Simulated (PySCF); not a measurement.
Al(F)(Br)(vinyl) (C2H3AlBrF), SMILES [Br][Al]([F])[CH]=C. Atoms are numbered in the order given.

```xyz
8

Al     0.6740     0.6114     0.0000
F      2.3365     0.5936     0.0000
Br    -0.3879    -1.3770     0.0000
C     -0.3202     2.2578     0.0000
C     -1.6647     2.2655     0.0000
H      0.1946     3.2282     0.0000
H     -2.2467     3.1958     0.0000
H     -2.2514     1.3390     0.0000
```

The structure is a stationary point at B3LYP-D3(BJ)/def2-SVP. The structure was generated by enumeration; whether it is a known compound was not checked. Other conformers were not sampled.

Two levels are set side by side: PBE/pcSseg-1 (PySCF) and KT2/pcSseg-1 (PySCF). GIAO shifts against CFCl3 (¹⁹F), TMS (¹H), TMS (¹³C) at the same level; non-relativistic, no solvent, atoms listed together averaged. Without spin–orbit terms, shifts of atoms bonded to Cl or Br come out too high at both levels. Differences are taken from unrounded values.

```
quantity               KT2
------------------  ------
δ(¹⁹F) of F2 (ppm)  -156.2
δ(¹³C) of C4 (ppm)   130.4
δ(¹³C) of C5 (ppm)   152.0
δ(¹H) of H6 (ppm)     6.20
```

Task: What does PBE give, and how far is it from KT2? (Estimate from the structure and the level; the computed values follow.)

Result: 
```json
[
 {"quantity": "δ(¹⁹F) of F2 (ppm)", "PBE": "-148.7", "PBE minus KT2": "7.5"},
 {"quantity": "δ(¹³C) of C4 (ppm)", "PBE": "140.1", "PBE minus KT2": "9.7"},
 {"quantity": "δ(¹³C) of C5 (ppm)", "PBE": "161.9", "PBE minus KT2": "9.9"},
 {"quantity": "δ(¹H) of H6 (ppm)", "PBE": "6.46", "PBE minus KT2": "0.26"}
]
```

Rough cost on one machine, each run with all the roots and properties that it gave: KT2 against PBE within a factor of 2.
